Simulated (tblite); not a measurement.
C$_{8}$H$_{10}$, charge +1, doublet, geometry from GFN2-xTB (a state made from the parent by changing its charge; the spin is typed, not shown lowest); GFN1-xTB with ALPB(water) in tblite.

Input for tblite:
```
$ tblite run mol.xyz --method gfn1 --charge 1 --spin 1 --alpb water --json tblite.json --no-restart

# file mol.xyz
18

C      2.87152259     0.08691800     0.06861747
C      1.40886627     0.03683026     0.03083825
C      0.68936858     0.64764773    -1.02759803
C     -0.67673347     0.60401654    -1.06217740
C     -1.40810404    -0.05301411    -0.04054810
C     -2.87102768    -0.09742603    -0.07492200
C     -0.68927522    -0.64962981     1.02640884
C      0.67682938    -0.60605282     1.06095569
H      3.30384832     0.15376583    -0.92919971
H      3.18606950     0.99930938     0.59353149
H      3.29593890    -0.74517196     0.62867350
H      1.23781155     1.14700027    -1.81230013
H     -1.21556280     1.06864478    -1.87437444
H     -3.26516991    -0.97499527     0.43648531
H     -3.26942085     0.77042684     0.46826010
H     -3.25975785    -0.02303305    -1.08957474
H     -1.23790648    -1.14498458     1.81350949
H      1.21547125    -1.06670083     1.87554076
```

The log (banner, timings and long lists left out):

```
xTB calculator
 | screened Coulomb repulsion
 | Coulomb electrostatics
 |  * isotropic Klopman-Ohno-Mataga-Nishimoto electrostatics
 |  * onsite third-order electrostatics
 | DFT-D3(BJ) dispersion correction
 | Interactions (3)
 | [1] alpb/gbsa reaction field model
 | [2] cds contribution to solvation
 | [3] empirical free energy shift and standard state/solvent correction

halogen bonding energy    0.0000000000000E+00 Eh
repulsion energy          3.8821049933574E-01 Eh
dispersion energy        -7.9278221287870E-03 Eh
interaction energy        1.2854531579777E-03 Eh
number of electrons       4.1000000000000E+01 e
integral cutoff           1.9731147476801E+01 bohr

------------------------------------------------------------
  cycle        total energy    energy error   density error
------------------------------------------------------------
      1     -21.85359947030  -2.2235168E+01   6.2330931E-01
      2     -21.85779867680  -4.1992065E-03   3.7091586E-01
      3     -21.85765556382   1.4311298E-04   1.3493394E-02
      4     -21.85792715085  -2.7158703E-04   1.9317033E-03
      5     -21.85793020431  -3.0534611E-06   3.0831581E-04
      6     -21.85793028097  -7.6659465E-08   6.1957878E-05
      7     -21.85793028365  -2.6729374E-09   1.9704786E-05
------------------------------------------------------------

electronic energy        -2.2239498414010E+01 Eh
total energy             -2.1857930283645E+01 Eh

Post processing:
 | Mayer-Wiberg bond orders

[Info] JSON dump of results written to 'tblite.json'
```
